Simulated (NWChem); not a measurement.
System: ZnF cation; SMILES [F][Zn+]

The following NWChem deck was run.

```
start job
memory heap 200 mb stack 900 mb global 1100 mb
charge 1
geometry units angstroms noautoz
  Zn     0.000000     0.000000    -0.392321
  F      0.000000     0.000000     1.326688
end
basis spherical
  * library 6-31g*
end
dft
  xc xperdew91 perdew91
  iterations 150
  mulliken
end
task dft energy
```

Excerpt of the output:

```
             Northwest Computational Chemistry Package (NWChem) 7.3.0
             --------------------------------------------------------

 ORDER OF PRIMARY AXIS IS BEING SET TO 4
 C4V symmetry detected

                             Geometry "geometry" -> ""
                             -------------------------

 Output coordinates in angstroms (scale by  1.889725989 to convert to a.u.)

  No.       Tag          Charge          X              Y              Z
 ---- ---------------- ---------- -------------- -------------- --------------
    1 Zn                  30.0000     0.00000000     0.00000000    -0.39669438
    2 F                    9.0000     0.00000000     0.00000000     1.32231462

 Effective nuclear repulsion energy (a.u.)      83.1164102282

      Symmetry information
      --------------------

 Group name             C4v
 Group number             18
 Group order               8
 No. of unique centers     2

  perdew91 is a nonlocal functional; adding pw91lda local functional.

                                 NWChem DFT Module
                                 -----------------

 Summary of "ao basis" -> "ao basis" (spherical)
 ------------------------------------------------------------------------------
       Tag                 Description            Shells   Functions and Types
 ---------------- ------------------------------  ------  ---------------------
 Zn                          6-31g*                 12       34   5s4p2d1f
 F                           6-31g*                  6       14   3s2p1d

      Symmetry analysis of basis
      --------------------------

        a1         18
        a2          0
        b1          4
        b2          4
        e          22

            General Information
            -------------------
          SCF calculation type: DFT
          Wavefunction type:  closed shell.
          No. of atoms     :     2
          No. of electrons :    38
           Alpha electrons :    19
            Beta electrons :    19
          Charge           :     1
          Spin multiplicity:     1
          Use of symmetry is: on ; symmetry adaption is: on
          Maximum number of iterations: 150
          AO basis - number of functions:    48
                     number of shells:    18
          Convergence on energy requested:  1.00D-06
          Convergence on density requested:  1.00D-05
          Convergence on gradient requested:  5.00D-04

              XC Information
              --------------
                 Perdew 1991   Exchange Functional  1.000
                Perdew 1991 Correlation Functional  1.000 non-local
            Perdew 1991 LDA Correlation Functional  1.000 local

             Grid Information
             ----------------
          Grid used for XC integration:  medium
          Radial quadrature: Mura-Knowles
          Angular quadrature: Lebedev.
          Tag              B.-S. Rad. Rad. Pts. Rad. Cut. Ang. Pts.
          ---              ---------- --------- --------- ---------
          Zn                  1.35      112           7.0       590
          F                   0.50       49           7.0       434
          Grid pruning is: on
          Number of quadrature shells:   161
          Spatial weights used:  Erf1

      Superposition of Atomic Density Guess
      -------------------------------------

 Sum of atomic energies:       -1876.85341973

 Renormalizing density from      39.00 to     38

      Non-variational initial energy
      ------------------------------

 Total energy =   -1847.287286
 1-e energy   =   -2718.182351
 2-e energy   =     787.778654
 HOMO         =      -1.055119
 LUMO         =      -0.578935

      Symmetry analysis of molecular orbitals - initial
      -------------------------------------------------

 !! scf_movecs_sym_adapt:    8 vectors were symmetry contaminated

  Symmetry fudging

 !! scf_movecs_sym_adapt:    8 vectors were symmetry contaminated

  Numbering of irreducible representations:

     1 a1          2 a2          3 b1          4 b2          5 e

  Orbital symmetries:

     1 a1          2 a1          3 a1          4 e           5 e
     6 a1          7 a1          8 a1          9 e          10 e
    11 a1         12 e          13 e          14 a1         15 b1
    16 b2         17 a1         18 e          19 e          20 a1
    21 e          22 e          23 a1         24 a1         25 e
    26 e          27 a1         28 e          29 e

     ---------------------------------------------
      Total Density - Mulliken Population Analysis
     ---------------------------------------------

    Atom       Charge   Shell Charges
 -----------   ------   -------------------------------------------------------
    1 Zn  30    28.22   2.00  2.00  6.00  2.00  6.01  0.14  0.04  0.01  0.01  7.66  2.34  0.01
    2 F    9     9.78   2.00  1.01  3.73  0.97  2.06  0.01

   convergence    iter        energy       DeltaE   RMS-Dens  Diis-err
 ---------------- ----- ----------------- --------- --------- ---------
 d= 0,ls=0.0,diis     1  -1878.1051764224 -1.96D+03  7.50D-02  9.71D+00
 d= 0,ls=0.0,diis     2  -1871.8067255248  6.30D+00  7.06D-02  6.56D+01
 d= 0,ls=0.0,diis     3  -1878.3136575927 -6.51D+00  2.12D-02  4.10D+00
 d= 0,ls=0.0,diis     4  -1878.6630390807 -3.49D-01  5.24D-03  1.03D-01
 d= 0,ls=0.0,diis     5  -1878.6629726482  6.64D-05  3.46D-03  6.06D-02
  Resetting Diis
 d= 0,ls=0.0,diis     6  -1878.6707792924 -7.81D-03  2.45D-04  1.56D-03
 d= 0,ls=0.0,diis     7  -1878.6708493038 -7.00D-05  1.24D-03  4.08D-04
 d= 0,ls=0.0,diis     8  -1878.6702192008  6.30D-04  9.09D-04  6.38D-03
 d= 0,ls=0.0,diis     9  -1878.6708966240 -6.77D-04  4.34D-05  1.12D-05
 d= 0,ls=0.0,diis    10  -1878.6708979374 -1.31D-06  9.96D-06  8.87D-07
 d= 0,ls=0.0,diis    11  -1878.6708979999 -6.25D-08  8.78D-07  3.80D-09

[...]
```

Level: PW91/6-31G* (spherical d). Structure relaxed at the PBE0/def2-SVP level.
